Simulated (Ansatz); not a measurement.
Reactions of C$_{2}$H$_{6}$S (`CCS`).

Program: Ansatz. Geometries: PBE0-D4/def2-TZVP. ΔE: electronic, gas phase. CBS: MP2 limit from def2 TZ/QZ plus the TZ coupled-cluster correction, frozen cores. This one scheme is used for every species. DFT in def2-TZVPP. B3LYP here is the variant with VWN-RPA as its local correlation; programs differ in this. For Ge outer-core shells are correlated without core-valence functions, which leaves a few kJ/mol of doubt a bond. Scalar relativity is left out up to krypton. One conformer a species, not always the lowest.

| reaction | B3LYP-D4 (kJ/mol) | CCSD(T)/CBS(def2) (kJ/mol) |
| --- | --- | --- |
| `CCS` + `CO[SiH2]N` → `CN[SiH2]OC` + CH₃SH | 40 | 46 |
| `CCS` + `C=N` → `C=NCS` + CH₄ | 0 | 7 |
| `CCS` + `OB(O)O` → `CCOB(O)O` + H₂S | 29 | 33 |
| `CCS` + `CB(C)N` → `CNB(C)C` + CH₃SH | 37 | 41 |
| `CCS` + `[OH][Al]([Cl])[Cl]` → `CC[O][Al]([Cl])[Cl]` + H₂S | 29 | 37 |
| `CCS` + `[Cl][GeH3]` → `S[CH2][GeH2][Cl]` + CH₄ | -39 | -42 |

Largest T1 diagnostic: 0.012, for `C=N`.
